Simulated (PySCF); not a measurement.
# Assigning NMR signals

Structure with atom numbers: `[N:1]#[C:2][C@@H:3]1[SiH2:4][CH2:5][C@@:6]12[CH2:7][C@H:8]2[OH:9]`; H(Xn) means a hydrogen on atom n. Ha(Si4), Ha(C5) are cis to C2 on the ring; Ha(C7) is cis to O9 on the ring; Hb(Si4), Hb(C5) are trans to C2 on the ring; Hb(C7) is trans to O9 on the ring.

- GFN2-xTB structure
- NMR shieldings at PBE0/pcSseg-1/GIAO
- program: PySCF 2.14
- isolated molecule, non-relativistic, one conformer

Scale: TMS for ¹³C and ¹H (reference shieldings calculated alike).

Question: Assign these signals to the numbered atoms. ¹³C{¹H} NMR (computed): δ 128.1 (C), 62.7 (CH), 29.4 (CH2), 23.6 (C), 20.0 (CH2), 15.9 (CH).

Answer: 
128.1 → C2, nitrile carbon: C≡N carbons fall here, among the sp2 signals but without a proton
62.7 → C8, three-membered-ring carbon: the inductive effect lowers its shielding
29.4 → C7, three-membered-ring carbon
23.6 → C6, three-membered-ring carbon
20.0 → C5, sp3 CH2 bonded to Si
15.9 → C3, sp3 CH bonded to Si, α to a nitrile

Question: Assign these signals to the numbered atoms. ¹H NMR (400 MHz, computed): δ 5.01 (m, 1H), 4.89 (m, 1H), 3.59 (m, 1H), 2.93 (br s, 1H), 2.21 (m, 1H), 2.04 (m, 1H), 1.14 (m, 1H), 0.83 (m, 1H), 0.81 (m, 1H).

Answer: 
```tsv
δ (ppm)	atoms	environment	reason
5.01	Hb(Si4)	hydrogen on a silicon bonded to 2 C, in a 4-membered ring	–
4.89	Ha(Si4)	hydrogen on a silicon bonded to 2 C, in a 4-membered ring	–
3.59	H(C8)	hydrogen on a three-membered-ring carbon	its carbon carries O, hence the downfield position
2.93	H(O9)	hydrogen on an alcohol oxygen	exchangeable; this is the value without hydrogen bonding to other molecules
2.21	H(C3)	hydrogen on an sp3 CH bonded to Si, α to a nitrile	–
2.04	Ha(C5)	hydrogen on an sp3 CH2 bonded to Si	–
1.14	Hb(C5)	hydrogen on an sp3 CH2 bonded to Si	–
0.83	Ha(C7)	hydrogen on a three-membered-ring carbon	cyclopropane-type protons are shielded by the ring
0.81	Hb(C7)	hydrogen on a three-membered-ring carbon	–
```

Hb(Si4) and Ha(Si4); Ha(C7) and Hb(C7) lie closer than the usual error of such a calculation, so a measured spectrum could show them in the other order.

OH/NH shifts are gas-phase values; hydrogen bonding in solution moves them, usually downfield. Shifts are as computed. Against solution values, carbons near 30 ppm lie about +3 ppm off and those near 130 ppm about +5 ppm. Of 1309 compounds with measured shifts, 239 miss one by over three times the rms of a fit or turn the order of signals round; such compounds aren't used in these exercises. No couplings were computed; multiplicities are counted from neighbouring protons, with m where these are inequivalent, close in shift, in a saturated or five-membered ring or joined by F or P, and br s for small geminal =CH2 splittings.
